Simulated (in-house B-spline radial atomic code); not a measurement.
## Ionising Mo⁹⁺ with different functionals

Computed with a B-spline radial code for spherical atoms: non-relativistic Hamiltonian, point nucleus, spin-polarised at highest spin, spherical fractional occupations for the functionals, the average over the highest-spin determinants for Hartree-Fock. The ionisation energy is the difference of two self-consistent energies, [Ar] 3d10 4s2 4p3 → [Ar] 3d10 4s2 4p2, without Breit or QED terms; ε is the level of the shell that loses the electron (its least bound occupied spin orbital). There is no spin-orbit coupling in this Hamiltonian.

Hybrids are left out here: with spherical fractional occupations of an open shell their exact exchange keeps a self-interaction that integer-occupation calculations don't have.

```tsv
method	rung	ΔSCF (eV)	-ε(4p) (eV)
Hartree-Fock	Hartree-Fock	186.68	187.06
LDA VWN5	LDA	?	?
LDA PW92	LDA	187.19	177.15
LDA exchange-only	LDA	185.70	175.70
PBE	GGA	187.12	177.16
PBEsol	GGA	187.11	177.13
BLYP	GGA	186.90	176.86
RPBE	GGA	187.11	177.16
PW91	GGA	187.24	177.26
BP86	GGA	187.20	177.20
AM05	GGA	187.10	177.10
OLYP	GGA	187.66	177.68
TPSS	meta-GGA	187.38	177.49
SCAN	meta-GGA	188.03	178.26
r2SCAN	meta-GGA	?	?
M06-L	meta-GGA	187.52	178.10
revTPSS	meta-GGA	187.41	177.52
```

What does LDA VWN5 give?

ΔSCF 187.20 eV, and -ε(4p) = 177.16 eV.

What does r2SCAN give?

ΔSCF 187.96 eV, and -ε(4p) = 178.16 eV.

How do they compare with the NIST value?

NIST lists 186 eV ± 1.2 (semi-empirical, ground level to ground level). Errors run from -0.60 to +1.73 eV; all lie within about twice that uncertainty, so the table can't rank the methods. Hartree-Fock also lacks correlation.
